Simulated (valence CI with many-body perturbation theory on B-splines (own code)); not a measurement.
# Hyperfine factors and g values of F V

Computed by configuration interaction combined with many-body perturbation theory (CI+MBPT): three valence electrons over a frozen Dirac-Fock core [He], a basis of 11 s, 11 p, 9 d, 7 f, 5 g, 2 h, 1 i functions for each j, with the one-electron correlation potential Σ1, the two-electron term Σ2, the three-electron term Σ3, Breit, model QED; selected CI, second order for the rest, scaled by the run's own slope (own B-spline code, finite nucleus).

Set against measurement, 24 paired levels are off by 90 cm⁻¹ on average, the worst by 220. These come from a selection out of Moore, Atomic Energy Levels, vol. I, NSRDS-NBS 35 (1971 reprint of NBS Circular 467, 1949), an old analysis. Levels without a partner in it may be off by more.

A/g_I is the dipole constant over the nuclear g factor μ/I (μ in nuclear magnetons, uniformly magnetised nucleus), B/Q the quadrupole constant per barn. Both hold the static response of the core; the bare values leave it out. Large factors of s and p1/2 electrons are usually good to 5 to 10 %; those of open d and f shells near neutrality can be off by tens of per cent, and small factors of p3/2, d and f electrons come from cancelling terms and can be off by a factor of two or in sign, in half-filled shells by more. B is blank for J = 1/2, where it vanishes, and for nearly pure S terms. Energies count from the lowest level.

Letters in brackets count levels of one name in rising energy.

| Level | E (cm⁻¹) | g | A/g_I (MHz) | A/g_I bare | B/Q (MHz/b) | B/Q bare |
| --- | --- | --- | --- | --- | --- | --- |
| 2s2 2p 2P°_1/2 | 0 | 0.665 | 3540 | 3360 |  |  |
| 2s2 2p 2P°_3/2 | 744 | 1.334 | 689 | 821 | 1220 | 1240 |
| 2s 2p2 4P_1/2 | 85710 | 2.670 | 6570 | 6550 |  |  |
| 2s 2p2 4P_3/2 | 85963 | 1.735 | 3080 | 3080 | 994 | 1010 |
| 2s 2p2 4P_5/2 | 86326 | 1.601 | 3180 | 3170 | -1250 | -1270 |
| 2s 2p2 2D_5/2 | 152940 | 1.200 | 3690 | 3480 | 2440 | 2480 |
| 2s 2p2 2D_3/2 | 152970 | 0.799 | -1170 | -954 | 1710 | 1740 |
| 2s 2p2 2S_1/2 | 197730 | 2.001 | 13400 | 12400 |  |  |
| 2s 2p2 2P_1/2 | 215050 | 0.666 | 2170 | 1850 |  |  |
| 2s 2p2 2P_3/2 | 215520 | 1.334 | -669 | -322 | -1250 | -1270 |
| 2p3 4S°_3/2 | 276430 | 2.002 | -667 | -2.40 |  |  |
| 2p3 2D°_5/2 | 307300 | 1.200 | 1070 | 1200 | -56.5 | -57.3 |
| 2p3 2D°_3/2 | 307350 | 0.799 | 885 | 771 | 2.01 | 2.20 |
| 2p3 2P°_1/2 | 347580 | 0.665 | 3600 | 3340 |  |  |
| 2p3 2P°_3/2 | 347600 | 1.334 | 445 | 669 | 44.9 | 46.4 |
| 2s2 3s 2S_1/2 | 524700 | 2.002 | 3370 | 3140 |  |  |
| 2s2 3p 2P°_1/2 | 565300 | 0.666 | 713 | 679 |  |  |
| 2s2 3p 2P°_3/2 | 565480 | 1.334 | 304 | 328 | 316 | 321 |
| 2s2 3d 2D_3/2 | 602430 | 0.799 | 93.7 | 91.5 | 42.1 | 44.6 |
| 2s2 3d 2D_5/2 | 602460 | 1.200 | 17.2 | 19.2 | 60.0 | 63.5 |
| 2s 2p 3s 4P°_1/2 | 620810 | 2.670 | 8340 | 7920 |  |  |
| 2s 2p 3s 4P°_3/2 | 621060 | 1.735 | 5050 | 4850 | -1100 | -1120 |
| 2s 2p 3s 4P°_5/2 | 621530 | 1.601 | 3910 | 3750 | 1370 | 1390 |
| 2s 2p 3s 2P°_1/2 [a] | 638770 | 0.666 | 256 | 333 |  |  |
| 2s 2p 3s 2P°_3/2 [a] | 639280 | 1.334 | 3670 | 3560 | 1330 | 1350 |
| 2s 2p 3p 2P_1/2 [a] | 656110 | 0.652 | -2590 | -2410 |  |  |
| 2s 2p 3p 2P_3/2 [a] | 656340 | 1.332 | 4120 | 3940 | -867 | -881 |
| 2s 2p 3p 4D_1/2 | 657660 | 0.011 | -2390 | -2250 |  |  |
| 2s 2p 3p 4D_3/2 | 657810 | 1.202 | 1910 | 1870 | -21.8 | -22.1 |
| 2s 2p 3p 4D_5/2 | 658060 | 1.372 | 2420 | 2360 | 569 | 579 |
| 2s 2p 3p 4D_7/2 | 658460 | 1.429 | 2410 | 2350 | 1670 | 1700 |
| 2s 2p 3p 4S_3/2 | 665440 | 2.001 | 4700 | 4550 |  |  |
| 2s 2p 3p 4P_1/2 | 670980 | 2.670 | 7550 | 7290 |  |  |
| 2s 2p 3p 4P_3/2 | 671160 | 1.735 | 3490 | 3380 | 673 | 684 |
| 2s 2p 3p 4P_5/2 | 671400 | 1.601 | 3240 | 3150 | -795 | -809 |
| 2s 2p 3p 2D_3/2 [a] | 675870 | 0.800 | -196 | -162 | 1180 | 1200 |
| 2s 2p 3p 2D_5/2 [a] | 676360 | 1.200 | 2150 | 2110 | 1660 | 1690 |
| 2s 2p 3p 2S_1/2 [a] | 687780 | 2.002 | 6770 | 6650 |  |  |
| 2s 2p 3d 4F°_3/2 | 690660 | 0.399 | -1770 | -1660 | 644 | 657 |
| 2s 2p 3d 4F°_5/2 | 690800 | 1.029 | 764 | 754 | 599 | 611 |

Question: Take the isotope of mass number 19, with I = 1/2, μ = 2.62832 μN. What is the hyperfine structure of 2s 2p2 4P_1/2?

Answer: From the table A = 34500 MHz. Shifts from the centre of gravity in MHz: F = 0: -25900, F = 1: 8620.
